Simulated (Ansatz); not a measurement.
```json
{"atom": "C", "x (Å)": "0.0000", "y (Å)": "0.0000", "z (Å)": "0.0000"}
{"atom": "H", "x (Å)": "0.0000", "y (Å)": "1.6200", "z (Å)": "0.0000"}
{"atom": "H", "x (Å)": "1.4025", "y (Å)": "-0.8100", "z (Å)": "0.0000"}
{"atom": "H", "x (Å)": "-1.4025", "y (Å)": "-0.8100", "z (Å)": "0.0000"}
```

Basis set: pcseg-2 (spherical functions). Charge 0, multiplicity 2.

Computed with Ansatz (development build ahead of 0.2.0); each method stands on the lowest determinant of its kind that the runs found. Restricted functionals stand beside restricted open-shell atoms, which can lie above the unrestricted atoms usual in DFT and then raise those values.

The atomization energy at this shape (free ground-state atoms in the same class of orbitals less the molecule, no zero-point energy) of doublet CH3:

```csv
method,atomization energy
PBE (restricted open-shell),7.35 eV
UHF,3.35 eV
ROHF,3.11 eV
```

(1) What does PBE0 (unrestricted) give?

Results:

(1) 6.80 eV. Caution: the shape is not the minimum. Caution for PBE (restricted open-shell): stretched shape with no unrestricted run beside it, a lower state can exist. Caution for UHF: the unrestricted determinant is spin contaminated.
